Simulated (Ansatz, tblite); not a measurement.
Species of one formula, C$_{4}$H$_{11}$OSb (singlet), each relaxed with PBE-D4/def2-SVP in Ansatz.

In the def2 sets Sb takes a core potential; there is no spin–orbit coupling. The xTB rows come from tblite. Correlated methods freeze 9 core orbitals; core or outer-core shells of Sb are correlated, in sets that lack core-valence functions.

Other spin states weren't relaxed.

A:

```xyz
17

C    -0.266    0.171    0.062
C     0.670    1.392    0.096
C    -1.653    0.582   -0.457
C    -0.387   -0.459    1.460
O     0.188   -0.795   -0.897
Sb    2.026   -1.662   -0.693
H     1.428   -3.207   -1.227
H     2.499   -1.298   -2.331
H     0.284    2.185    0.768
H     1.679    1.109    0.466
H     0.780    1.817   -0.922
H    -1.565    1.008   -1.476
H    -2.122    1.336    0.207
H    -2.314   -0.305   -0.512
H     0.609   -0.763    1.847
H    -1.032   -1.360    1.416
H    -0.825    0.250    2.192
```

B:

```xyz
17

C    -0.540   -2.538   -0.353
C    -0.520   -0.224   -2.517
C     1.032    1.118    1.151
C     0.221    2.004    2.088
O     0.129    0.317    0.412
Sb    0.850   -0.980   -0.991
H    -1.432   -2.022    0.052
H    -0.083   -3.165    0.437
H    -0.826   -3.178   -1.211
H    -0.066    0.633   -3.051
H    -1.436    0.110   -1.992
H    -0.767   -1.022   -3.245
H     1.747    0.500    1.753
H     1.665    1.763    0.489
H     0.885    2.652    2.697
H    -0.468    2.650    1.508
H    -0.391    1.383    2.773
```

Estimate their order by electronic energy at CAM-B3LYP-D4/def2-TZVP, counted from the lowest.

B (0.0) < A (28.6), in kJ/mol.

Do the other levels pick the same lowest one?

Not GFN1-xTB, GFN2-xTB, CCSD(T)/def2-SVP. Energies above each level's lowest (kJ/mol):

| level | A | B |
| --- | --- | --- |
| GFN1-xTB | 0.0 | 101.7 |
| GFN2-xTB | 0.0 | 38.9 |
| HF/def2-SVP | 20.6 | 0.0 |
| HF/def2-TZVP | 37.0 | 0.0 |
| LDA (SPW92)/def2-TZVP | 11.5 | 0.0 |
| PBE-D4/def2-SVP | 14.5 | 0.0 |
| PBE-D4/def2-TZVP | 35.6 | 0.0 |
| r2SCAN-D4/def2-TZVP | 33.0 | 0.0 |
| B97M-V/def2-TZVP | 18.2 | 0.0 |
| PBE0-D4/def2-SVP | 12.8 | 0.0 |
| PBE0-D4/def2-TZVP | 31.6 | 0.0 |
| CAM-B3LYP-D4/def2-TZVP | 28.6 | 0.0 |
| MP2/def2-SVP | 5.4 | 0.0 |
| MP2/def2-TZVP | 39.7 | 0.0 |
| CCSD/def2-SVP | 2.3 | 0.0 |
| CCSD(T)/def2-SVP | 0.0 | 0.3 |
Point groups (tolerance 0.1 Å): A not assigned, B not assigned. From def2-SVP to def2-TZVP the PBE0 values move by up to 18.8 kJ/mol, so results in the small set are rough.
